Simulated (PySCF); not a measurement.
`C=C[PH+]1CCOCC1`: 4 charge schemes on one density

Species: C6H12OP (charge +1).
Numbering: `[CH2:1]=[CH:2][PH+:3]1[CH2:4][CH2:5][O:6][CH2:7][CH2:8]1` (hydrogens: H9, H10 on C1; H11 on C2; H12 on P3; H13, H14 on C4; H15, H16 on C5; H17, H18 on C7; H19, H20 on C8)

Geometry (GFN2-xTB, Å), atoms numbered from 1 in this order:
```
atom  x, y, z in Å
C1    -3.0825    0.2399    0.1960
C2    -2.0832    0.9202   -0.3491
P3    -0.4252    0.2758   -0.5680
C4    -0.1666   -1.3490    0.1984
C5     1.3594   -1.5840    0.0694
O6     1.9217   -0.5565   -0.7219
C7     2.1506    0.6595   -0.0409
C8     0.7978    1.3641    0.2209
H9    -4.0634    0.6752    0.2989
H10   -2.9707   -0.7692    0.5592
H11   -2.2173    1.9324   -0.7129
H12   -0.1736    0.2187   -1.9202
H13   -0.7478   -2.1165   -0.3167
H14   -0.5022   -1.2996    1.2392
H15    1.8450   -1.6312    1.0496
H16    1.5658   -2.5131   -0.4642
H17    2.7735    1.2506   -0.7139
H18    2.7044    0.4892    0.8881
H19    0.7587    2.3705   -0.2001
H20    0.5505    1.4335    1.2853
```

Density: PBE0/pcSseg-1 (PySCF); schemes: Mulliken, IAO, Hirshfeld and ESP-fitted. Isolated species at its GFN2-xTB geometry (one conformer only).

Q: Atoms with like bonding are taken together and averaged. Which atoms carry the lowest charge in the Mulliken, IAO, Hirshfeld and ESP-fitted schemes?

A: The schemes don't all agree: Mulliken O6 (-0.538); IAO C4/C8 (-0.492); Hirshfeld O6 (-0.116); ESP-fitted C2 (-0.545).

Q: At which atom do the 4 schemes differ most?

A: At P3: from +0.455 (Hirshfeld) to +1.078 e (IAO), 0.623 e apart.

Q: What partial charge does each atom carry?

A: In e; atoms taken as equivalent share a row and are averaged (×n: the atom named and its like, n in all):

| atom | environment | Mulliken | IAO | Hirshfeld | ESP-fitted |
| --- | --- | --- | --- | --- | --- |
| C1 | terminal =CH2 carbon | -0.064 | -0.217 | -0.016 | -0.074 |
| C2 | alkene CH carbon | -0.452 | -0.396 | -0.077 | -0.545 |
| P3 | phosphonium phosphorus | +0.653 | +1.078 | +0.455 | +0.767 |
| C4/C8 | sp3 carbon bound to phosphorus | -0.493 | -0.492 | -0.086 | -0.313 |
| C5/C7 | sp3 carbon bound to oxygen | +0.099 | -0.062 | +0.026 | +0.067 |
| O6 | cyclic ether oxygen | -0.538 | -0.398 | -0.116 | -0.394 |
| H9 | vinylic hydrogen | +0.182 | +0.200 | +0.091 | +0.193 |
| H10 | vinylic hydrogen | +0.158 | +0.170 | +0.073 | +0.126 |
| H11 | vinylic hydrogen | +0.188 | +0.192 | +0.078 | +0.265 |
| H12 | P–H hydrogen | +0.176 | +0.041 | +0.055 | +0.070 |
| H13/H19 | methylene hydrogen | +0.213 | +0.192 | +0.079 | +0.155 |
| H14/H20 | methylene hydrogen | +0.204 | +0.185 | +0.073 | +0.156 |
| H15/H18 | methylene hydrogen | +0.151 | +0.154 | +0.063 | +0.104 |
| H16/H17 | methylene hydrogen | +0.173 | +0.188 | +0.074 | +0.128 |

Mean size of the charges over all atoms: IAO 0.262 e, Mulliken 0.254 e, ESP-fitted 0.214 e, Hirshfeld 0.088 e. Each set sums to the total charge, 1, to within 0.001 e. The ESP scheme fits charges at the nuclei, held to the total charge, to the electrostatic potential on points at 1.4 to 2.0 times the van der Waals radii. The IAO scheme projects the occupied orbitals on a minimal set of polarised atomic orbitals and counts the electrons in each atom's part of it.

Some averages cover members that differ in this geometry: C5/C7, ESP-fitted +0.001 to +0.132; C4/C8, ESP-fitted -0.364 to -0.263; H16/H17, ESP-fitted +0.110 to +0.146; C4/C8, Mulliken -0.505 to -0.480 e.

Q: How closely do the schemes follow one another over all atoms?

A: Correlation coefficient and root-mean-square difference: IAO with Hirshfeld 0.97, 0.233 e; Mulliken with ESP-fitted 0.95, 0.091 e; IAO with ESP-fitted 0.95, 0.117 e; Mulliken with IAO 0.94, 0.123 e; Hirshfeld with ESP-fitted 0.93, 0.173 e; Mulliken with Hirshfeld 0.88, 0.206 e.

Q: How many electrons does the ESP-fitted scheme count on C5?

A: Its own charge is +0.001 e, so Z − q = 5.999.
